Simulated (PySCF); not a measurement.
Species: CH5B3Cl2.
Geometry (PBE0-D3(BJ)/def2-SVP, Å), atoms numbered from 1 in this order:
```xyz
11
CH5B3Cl2 angstrom
B      1.4602   -0.0433   -0.0027
C     -0.0068   -0.2670   -0.4816
B     -0.5823    1.1747   -0.6202
B     -0.7564   -0.9083    0.7323
Cl    -0.7881   -0.2472    2.3542
Cl    -1.6355   -2.4057    0.4616
H      2.3590   -0.5241   -0.6513
H      1.7115    0.6030    0.9824
H     -0.1014   -0.8846   -1.3817
H     -1.0058    1.5260   -1.6958
H     -0.6004    1.9391    0.3110
```

The calculation used PySCF 2.14.0, PBE0-D3(BJ)/def2-SVP geometry optimisation, gas phase.

Masses are those of the commonest isotopes; rigid-rotor values at the optimised geometry. The values belong to one conformer with, in the numbering `[BH2:1][CH:2]([BH2:3])[B:4]([Cl:5])[Cl:6]`, H–B1–C2–B3 -124° and 55°, B1–C2–B3–H 122° and -58°, B1–C2–B4–Cl5 53°.

What are A, B and C (MHz)?

Ia = 195.96, Ib = 272.62, Ic = 377.84 u·Å²; 505379 MHz·u·Å²/I gives A = 2579, B = 1854, C = 1338 MHz.

Classify the top.

An asymmetric top. Ray's parameter κ = (2B − A − C)/(A − C) = -0.168; −1 is the prolate and +1 the oblate limit.

What does the inertial defect say?

Not planar: Δ = Ic − Ia − Ib = -90.73 u·Å². For a rigid frame Δ = −2 Σ m c², so Σ m c² = 45.37 u·Å² lies off the ab plane: 12.18 from hydrogen and 33.18 from heavier atoms. The atom farthest from that plane is 2.07 Å away.

List the rotational levels J(Ka,Kc) to J = 5 (MHz).

Above 0(0,0):
J = 1: 1(0,1) 3191, 1(1,1) 3917, 1(1,0) 4433
J = 2: 2(0,2) 9380, 2(1,2) 9783, 2(1,1) 11332, 2(2,1) 13508, 2(2,0) 13701
J = 3: 3(0,3) 18310, 3(1,3) 18478, 3(1,2) 21526, 3(2,2) 23082, 3(2,1) 23919, 3(3,1) 28103, 3(3,0) 28153
J = 4: 4(0,4) 29871, 4(1,4) 29928, 4(1,3) 34777, 4(2,3) 35691, 4(2,2) 37723, 4(3,2) 41151, 4(3,1) 41465, 4(4,1) 47803, 4(4,0) 47814
J = 5: 5(0,5) 44070, 5(1,5) 44088, 5(1,4) 50792, 5(2,4) 51222, 5(2,3) 54935, 5(3,3) 57421, 5(3,2) 58459, 5(4,2) 64185, 5(4,1) 64273, 5(5,1) 72648, 5(5,0) 72650
The levels of one J sum to (2J + 1)J(J + 1)(A + B + C)/3.

Predict some low-J microwave lines.

The dipole components are |μa| = 0.48 D, |μb| = 0.77 D, |μc| = 0.03 D. Intensities carry the squares of the components, which stand as 0.38 : 1.00 : 0.00 (a : b : c). Some of the stronger lines:

```json
{"type": "a", "branch": "Q", "J(Ka,Kc)": "1(1,0) ← 1(1,1)", "MHz": "516", "lower level (cm⁻¹)": "0.131"}
{"type": "b", "branch": "Q", "J(Ka,Kc)": "1(1,0) ← 1(0,1)", "MHz": "1242", "lower level (cm⁻¹)": "0.106"}
{"type": "a", "branch": "Q", "J(Ka,Kc)": "2(1,1) ← 2(1,2)", "MHz": "1549", "lower level (cm⁻¹)": "0.326"}
{"type": "b", "branch": "Q", "J(Ka,Kc)": "2(1,1) ← 2(0,2)", "MHz": "1951", "lower level (cm⁻¹)": "0.313"}
{"type": "b", "branch": "Q", "J(Ka,Kc)": "2(2,0) ← 2(1,1)", "MHz": "2369", "lower level (cm⁻¹)": "0.378"}
{"type": "a", "branch": "R", "J(Ka,Kc)": "1(0,1) ← 0(0,0)", "MHz": "3191", "lower level (cm⁻¹)": "0.000"}
{"type": "b", "branch": "Q", "J(Ka,Kc)": "3(1,2) ← 3(0,3)", "MHz": "3216", "lower level (cm⁻¹)": "0.611"}
{"type": "b", "branch": "Q", "J(Ka,Kc)": "3(3,0) ← 3(2,1)", "MHz": "4233", "lower level (cm⁻¹)": "0.798"}
{"type": "a", "branch": "R", "J(Ka,Kc)": "2(1,2) ← 1(1,1)", "MHz": "5866", "lower level (cm⁻¹)": "0.131"}
{"type": "b", "branch": "R", "J(Ka,Kc)": "2(1,2) ← 1(0,1)", "MHz": "6592", "lower level (cm⁻¹)": "0.106"}
{"type": "a", "branch": "R", "J(Ka,Kc)": "2(1,1) ← 1(1,0)", "MHz": "6899", "lower level (cm⁻¹)": "0.148"}
{"type": "b", "branch": "R", "J(Ka,Kc)": "3(1,2) ← 2(2,1)", "MHz": "8018", "lower level (cm⁻¹)": "0.451"}
{"type": "a", "branch": "R", "J(Ka,Kc)": "3(1,3) ← 2(1,2)", "MHz": "8695", "lower level (cm⁻¹)": "0.326"}
{"type": "b", "branch": "R", "J(Ka,Kc)": "3(2,2) ← 2(1,1)", "MHz": "11750", "lower level (cm⁻¹)": "0.378"}
```

No PBE0-D3(BJ)/def2-SVP frequencies stand behind this structure, so it isn't proved a minimum. No vibrational averaging or centrifugal distortion is included, and the geometry carries the error of its method. Quadrupole hyperfine structure (11B, 35Cl) is left out.

Time: 50 s wall; peak memory 0.52 GiB. Hardware: one thread, Arm Neoverse V1 (aarch64), on a shared host. That covers the optimisation of the geometry.
